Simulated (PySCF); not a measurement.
# What a mistake does to a calculation on H5O2Si2 cation

Calculated results; nothing here was measured. They come from PySCF 2.14.0, an open-source quantum chemistry program, on an isolated molecule that a program drew, which may never have been made. The molecule is H5O2Si2 cation (charge +1, singlet), drawn as the SMILES string `O[SiH](O)[SiH2+]`.

Each row is a Hartree-Fock (HF) and frozen-core CCSD(T) single point in the cc-pV(D+d)Z basis, meant for a local HF minimum. Run 1 is clean. Each other run has one planted mistake out of seven kinds, and not every kind appears here: one electron removed, one electron added, multiplicity raised by two, geometry at a saddle point, minimal basis STO-3G, one bond length entered in bohr, all coordinates scaled. The reference is restricted for singlets and unrestricted otherwise, and also for a bond in bohr. Adding or removing an electron swaps singlet and doublet. Electrons count all cores. HOMO and LUMO are orbital energies over both spins, the gradient is its largest component, and the lowest frequency (negative if imaginary) is given only where the gradient is small. Bond lengths are over the 8 bonds as drawn. T1 is the CCSD diagnostic: over 0.02 (restricted) or 0.045 (unrestricted) a single reference is doubtful.

Geometry of the clean run:
```xyz
9
H5O2Si2 cation, angstrom
O    -0.1380    0.2678    0.5383
Si   -0.1029   -0.7621   -0.7039
O     1.3325   -1.3422   -1.1626
Si   -0.8351   -2.7145    0.4800
H    -0.0899    1.2145    0.4903
H    -0.9913   -0.4052   -1.8083
H     1.9198   -0.9603   -1.8031
H    -0.0941   -3.2086    1.6478
H    -2.0036   -3.5497    0.1676
```

| run | electrons | basis functions | <S^2> | HOMO (eV) | LUMO (eV) | gradient (hartree/bohr) | lowest frequency (cm^-1) | mean bond (Å) | longest bond (Å) | T1 | HF (hartree) | CCSD(T) (hartree) | mistake |
|---|---|---|---|---|---|---|---|---|---|---|---|---|---|
| 1 | 48 | 99 | 0.000 | -16.75 | -5.42 | 3.1e-05 | 37 | 1.4906 | 2.398 | 0.0140 | -730.31836 | -730.91454 | no fault |
| 2 | 47 | 99 | 0.780 | -23.75 | -14.89 | 7.9e-02 | - | 1.4906 | 2.398 | 0.0453 | -729.73689 | -730.32740 | one electron removed |
| 3 | 48 | 99 | 0.337 | -12.46 | -5.73 | 4.8e-02 | - | 1.7573 | 4.531 | 0.0549 | -730.21539 | -730.81361 | one bond length entered in bohr |
| 4 | 49 | 99 | 0.770 | -7.02 | 2.43 | 5.3e-02 | - | 1.4906 | 2.398 | 0.0133 | -730.54608 | -731.15857 | ? |
| 5 | 48 | 33 | 0.000 | -14.35 | -2.15 | 3.7e-02 | - | 1.4906 | 2.398 | 0.0130 | -721.60929 | -721.78788 | ? |

**Which mistake was planted in run 4, and what did it cost?**

It counts 49 electrons, one more than the clean run, at the same geometry and basis. So the mistake is: one electron added. Subtracting run 1 and multiplying by 627.51 kcal/mol a hartree, the energy moved by -142.9 kcal/mol in HF and -153.1 kcal/mol in CCSD(T).

**Which mistake was planted in run 5, and what did it cost?**

It has 33 basis functions where the clean run has 99, with the same electrons and geometry. So the mistake is: minimal basis STO-3G. Subtracting run 1 and multiplying by 627.51 kcal/mol a hartree, the energy moved by 5465.0 kcal/mol in HF and 5727.1 kcal/mol in CCSD(T).

Cautions from the logs. Run 2: T1 is over the limit, so its CCSD(T) energy is less reliable; run 3: T1 is over the limit, so its CCSD(T) energy is less reliable.
